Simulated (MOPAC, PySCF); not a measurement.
C₂H₈O₂Sn, SMILES `C[O][SnH2][O]C` (C–O–Sn–O torsion 60°, O–Sn–O–C torsion 60°), neutral singlet in the gas phase. 

Cartesian coordinates (Å):
SMILES: C[O][SnH2][O]C
```xyz
13

C      2.0811    -0.0568     0.7049
O      1.4362     0.6695    -0.3140
Sn     0.0455    -0.1891    -1.4583
O     -1.4188    -0.7908    -0.2438
C     -2.1203     0.1329     0.5538
H      2.5982    -0.9646     0.3305
H      1.3873    -0.3788     1.5068
H      2.8476     0.5900     1.1672
H     -0.4838     1.0851    -2.4727
H      0.6277    -1.6477    -2.1416
H     -2.6076     0.9355    -0.0378
H     -2.9179    -0.4048     1.0962
H     -1.4751     0.6244     1.3089
```
Charge 0, spin multiplicity 1.

All levels are single points at this geometry (B3LYP-D3(BJ)/def2-SVP); Pople sets use spherical d functions. Orbital energies aren't observables, and empty levels follow the basis.

```csv
level,HOMO (eV),LUMO (eV),gap (eV),dipole (D),"vertical IE, Delta-SCF (eV)"
B3LYP-D3(BJ)/def2-TZVP in PySCF,-7.36,-0.77,6.60,0.73,9.42
M06-2X/def2-TZVP in PySCF,-9.20,0.35,9.55,0.90,9.95
B3LYP/6-311+G** (LANL2DZ on Sn) in PySCF,-7.40,-0.56,6.84,0.95,–
B3LYP/6-31G* (LANL2DZ on Sn) in PySCF,-7.03,-0.14,6.89,0.80,9.22
B3LYP/LANL2DZ in PySCF,-7.06,-0.32,6.75,0.74,–
BP86/6-31G* (LANL2DZ on Sn) in PySCF,-5.83,-0.99,4.85,0.64,–
M06-2X/6-31G* (LANL2DZ on Sn) in PySCF,-8.93,0.71,9.64,0.84,–
PBE/6-31G* (LANL2DZ on Sn) in PySCF,-5.71,-0.90,4.81,0.66,–
SVWN5/6-31G* (LANL2DZ on Sn) in PySCF,-5.80,-1.01,4.79,0.64,–
HF/6-31G* (LANL2DZ on Sn) in PySCF,-11.40,2.98,14.37,1.07,–
AM1 in MOPAC,-9.80,-0.25,9.55,2.12,–
PM3 in MOPAC,-10.66,-0.97,9.69,0.87,–
PM7 in MOPAC,-9.78,2.00,11.77,1.43,–
```
